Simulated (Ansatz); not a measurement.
Reaction (substitution at a C–C bond): `CC(C)(C)C#N` + `[OH][Al]([Cl])[Cl]` → `C[O][Al]([Cl])[Cl]` + `CC(C)C#N`

Program: Ansatz. Geometries: PBE0-D4/def2-TZVP. ΔE: electronic, gas phase. CCSD(T)/CBS adds triple-zeta CCSD(T) − MP2 to the extrapolated MP2 energy (def2 sets, frozen cores). Functionals use def2-TZVPP. B3LYP here is the variant with VWN-RPA as its local correlation; programs differ in this. Each species was taken in one conformer, which may not be the lowest.

`CC(C)(C)C#N`:

Cartesian coordinates in Å:
```
C -0.506 0.299 -1.359
C -0.035 0.169 0.092
C -0.807 -0.944 0.805
C 1.470 -0.112 0.140
C -0.296 1.435 0.783
N -0.502 2.428 1.325
H -0.317 -0.639 -1.885
H 0.027 1.099 -1.875
H -1.575 0.512 -1.407
H -0.490 -1.038 1.845
H -0.620 -1.894 0.299
H -1.881 -0.749 0.790
H 1.821 -0.192 1.170
H 1.677 -1.054 -0.372
H 2.033 0.682 -0.354
```

`[OH][Al]([Cl])[Cl]`:

```xyz
5

O    -0.507   -1.224    0.038
Al   -0.034    0.385    0.057
Cl   -1.391    1.807    0.708
Cl    1.867    0.966   -0.553
H     0.065   -1.934   -0.250
```

`C[O][Al]([Cl])[Cl]`:

```xyz
8

C     0.102   -1.297   -0.317
O     0.316    0.068   -0.553
Al   -0.043    1.490    0.233
Cl   -1.066    1.477    2.045
Cl    0.542    3.286   -0.617
H    -0.437   -1.479    0.618
H     1.063   -1.817   -0.269
H    -0.477   -1.727   -1.140
```

`CC(C)C#N`:

Cartesian coordinates in Å:
```
C -1.291 -0.406 0.070
C 0.230 -0.341 0.196
C 0.868 0.481 -0.922
C 0.609 0.197 1.500
N 0.900 0.634 2.523
H -1.731 -1.006 0.868
H -1.723 0.596 0.117
H -1.560 -0.852 -0.889
H 0.631 -1.360 0.156
H 1.954 0.508 -0.826
H 0.497 1.508 -0.904
H 0.616 0.041 -1.889
```

Problem. Is it downhill or uphill in electronic energy at CCSD(T)/CBS, and by how much? (An estimate is asked.)

Solution. Ansatz gave: Uphill: ΔE = +69.2 kJ/mol.

Problem. What do these levels give: BLYP-D4, B3LYP-D4, ωB97X-V, ωB97M-V, PBE-QIDH, revPBE, r2SCAN, MP2/def2-SVP, HF/def2-TZVPP, SCS-MP2/def2-TZVPP, CCSD/def2-TZVPP, SCS-MP2/def2-QZVPP? (An estimate is asked.)

Solution. The calculation gave: BLYP-D4 54.3, B3LYP-D4 55.4, ωB97X-V 60.4, ωB97M-V 64.2, PBE-QIDH 66.8, revPBE 51.5, r2SCAN 61.9, MP2/def2-SVP 66.8, HF/def2-TZVPP 45.6, SCS-MP2/def2-TZVPP 67.6, CCSD/def2-TZVPP 64.9, SCS-MP2/def2-QZVPP 68.5 kJ/mol.

Problem. What do rigid-rotor, harmonic-oscillator terms from PBE0-D4/def2-TZVP frequencies (298.15 K, 1 bar) make of the CCSD(T)/CBS value? (Best estimate.)

Solution. Computed: ΔZPE = +2.1 kJ/mol, ΔH = +72.6 kJ/mol, ΔS = 30 J/(mol·K), ΔG = +63.8 kJ/mol.

Largest T1 diagnostic among the species: 0.011.

In def2-TZVPP, CCSD(T) changes the Hartree–Fock value by +22.1 kJ/mol (the triples alone add +2.8 kJ/mol) and MP2 by +30.4 kJ/mol. From BLYP to BHLYP (50 % exact exchange), in def2-TZVPP and without D4, ΔE moves by +5.8 kJ/mol.
